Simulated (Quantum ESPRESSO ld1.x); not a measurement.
Au56+, configuration [Ar] 3d5 (the NIST ground configuration). Calculated with ld1.x of Quantum ESPRESSO 7.5: Dirac Kohn-Sham, PBE, spin-unpolarised, spherical densities, point nucleus; open shells fill j = l - 1/2 first. Some entries of the table are withheld. Estimate them.

orbital,occ.,eigenvalue (hartree),r(max) (bohr)
1s1/2,2,-3101.63,0.010
2s1/2,2,-656.888,0.060
2p1/2,2,-636.338,0.045
2p3/2,4,-568.199,0.052
3s1/2,2,(1),0.165
3p1/2,2,-236.129,0.154
3p3/2,4,-219.405,0.168
3d3/2,4,-206.758,(2)
3d5/2,1,-203.006,(3)

Answer. 
(1) 3s1/2 eigenvalue (hartree): -244.559
(2) 3d3/2 r(max) (bohr): 0.130
(3) 3d5/2 r(max) (bohr): 0.133
